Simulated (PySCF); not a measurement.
## Ne⁷⁺ (neon, charge +7) across methods

[He] 2s1, 2S determinant. Computed with PySCF 2.14 in an even-tempered Gaussian basis (18 s from 0.56 bohr⁻², ratio 2.2; 9 p from 0.95 bohr⁻², ratio 2.4; 6 d from 2.8 bohr⁻², ratio 2.4; 5 f from 4.3 bohr⁻², ratio 2.4; 5 g from 6.4 bohr⁻², ratio 2.4), with no relativity, point nucleus.

```tsv
method	E (hartree)	mean ε 1s α (eV)	mean ε 1s β (eV)	mean ε 2s α (eV)	Σ⟨r²⟩ (bohr²)	⟨S²⟩
PBE	-102.5958	-1087.4	-1085.1	-225.97	0.6158	0.750
PBE0	-102.6188	-1103.3	-1100.4	-229.27	0.6159	0.750
LDA	-101.9684	-1081.7	-1079.3	-224.94	0.6184	0.750
r2SCAN	-102.6728	-1094.2	-1092.2	-226.68	0.6168	0.750
r2SCANh	-102.6744	-1099.8	-1097.6	-227.91	0.6167	0.750
UHF	-102.63125	-1150.1	-1145.3	-238.66	0.6173	0.750
```

Question: Estimate the same row for BLYP.

Answer: E (hartree) = -102.6857; mean ε 1s α (eV) = -1088.2; mean ε 1s β (eV) = -1086.2; mean ε 2s α (eV) = -225.98; Σ⟨r²⟩ (bohr²) = 0.6141; ⟨S²⟩ = 0.750.
